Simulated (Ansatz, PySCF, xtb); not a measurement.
Barrier from R1 to the saddle point P1, each structure at its B3LYP-D3(BJ)/def2-TZVP stationary point, reached from a drawn start; harmonic modes at that level show the others as minima.
R1, NH3 (SMILES N) (charge 0, multiplicity 1):
```xyz
4

N      0.000     0.000     0.279
H      0.943     0.000    -0.093
H     -0.471     0.817    -0.093
H     -0.471    -0.817    -0.093
```
P1, H3N, a first-order saddle point (one imaginary mode, 800i cm⁻¹) (charge 0, multiplicity 1):
| atom | x (Å) | y (Å) | z (Å) |
|---|---|---|---|
| N | 0.0000 | 0.0000 | 0.0000 |
| H | 0.9974 | 0.0000 | 0.0000 |
| H | -0.4987 | 0.8638 | 0.0000 |
| H | -0.4987 | -0.8638 | 0.0000 |

P less R. No zero-point or thermal terms. No path was followed down from the saddle.

The values were computed with Ansatz (a quantum-chemistry and plane-wave program); PySCF for the D3/D4 terms; xtb for the GFN methods. Each number belongs to the level named beside it.

Task: One of these levels gives 220.8 meV for the barrier height. Which?
A. BLYP-D3(BJ)/def2-TZVPP
B. HF/cc-pVDZ
C. GFN2-xTB

Result: A, BLYP-D3(BJ)/def2-TZVPP. The others give 266.4 (GFN2-xTB), 307.8 (HF/cc-pVDZ)
